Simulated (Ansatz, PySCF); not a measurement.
Species: InI, charge 0, multiplicity 3. This is an excited triplet: at this geometry the singlet lies 2.95 eV lower at CCSD(T)/CBS(def2-TZVPPD,def2-QZVPPD). 
Structure (B3LYP-D3(BJ)/def2-TZVP (Ansatz, an electronic-structure program) minimum search):
```xyz
2

In     0.0000     0.0000    -1.4550
I      0.0000     0.0000     1.3452
```
Charge 0, spin multiplicity 3.

Dipole moments at this geometry, in debye (magnitudes).

| level | program | dipole (D) |
|---|---|---|
| HF/def2-TZVPD | PySCF | 2.39 |
| SVWN5/def2-TZVPD | PySCF | 0.96 |
| PBE/def2-TZVPD | Ansatz | 1.03 |
| revPBE/def2-TZVPD | Ansatz | 1.09 |
| M06-L/def2-TZVPD | PySCF | 0.76 |
| B3LYP/def2-TZVPD | Ansatz | 1.13 |
| PBE0/def2-TZVPD | Ansatz | 1.38 |
| TPSSh/def2-TZVPD | PySCF | 1.37 |
| PW6B95/def2-TZVPD | PySCF | 2.63 |
| MN15/def2-TZVPD | PySCF | 0.81 |
| HSE06/def2-TZVPD | Ansatz | 1.38 |
| CAM-B3LYP/def2-TZVPD | Ansatz | 1.29 |
| wB97X-V/def2-TZVPD | Ansatz | 1.51 |
| CCSD(T)/def2-SVPD | Ansatz | 1.76 |
